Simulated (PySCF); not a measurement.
Geometries of 2 isomers of C4H7FSi, from PySCF 2.14.0, PBE0-D3(BJ)/def2-SVP geometry optimisation, gas phase. One conformer each, no zero-point energy, no frequencies.

Question: Which isomer lies lower at this level?
A.
```xyz
13
angstrom
F      0.608   -1.810   -1.066
C      0.623   -1.061    0.108
C      1.212    0.318   -0.193
C      0.114    1.303   -0.505
C     -1.155    0.996   -0.189
Si    -1.200   -0.696    0.593
H      1.230   -1.610    0.846
H      1.931    0.224   -1.024
H      1.794    0.685    0.672
H      0.391    2.266   -0.953
H     -1.971    1.701   -0.371
H     -1.419   -0.653    2.075
H     -2.152   -1.679   -0.002
```
B.
```xyz
13
angstrom
F      3.243    0.562   -1.070
C      2.273    0.431   -0.164
C      1.024    0.119   -0.505
C     -0.089   -0.014    0.452
C     -1.129   -1.132    0.226
Si    -1.829    0.576    0.034
H      2.619    0.613    0.859
H      0.819   -0.042   -1.569
H      0.205    0.122    1.500
H     -1.394   -1.732    1.103
H     -0.981   -1.745   -0.670
H     -2.083    1.090   -1.335
H     -2.678    1.149    1.108
```

Answer: A. That is `F[C@H]1CC=C[SiH2]1`, 27.2 kcal/mol below the other.

```json
{"SMILES": "F[C@H]1CC=C[SiH2]1", "atoms numbered as above": "[F:1][C@H:2]1[CH2:3][CH:4]=[CH:5][SiH2:6]1", "E (Eh)": "-545.26385", "relative (kcal/mol)": "0.0", "relative (kJ/mol)": "0.0", "dipole (D)": "1.83"}
{"SMILES": "F/C=C/[C@@H]1C[SiH2]1", "atoms numbered as above": "[F:1]/[CH:2]=[CH:3]/[C@@H:4]1[CH2:5][SiH2:6]1", "E (Eh)": "-545.22049", "relative (kcal/mol)": "27.2", "relative (kJ/mol)": "113.9", "dipole (D)": "1.83"}
```

As drawn, the higher has a three-membered ring, which the lower lacks.
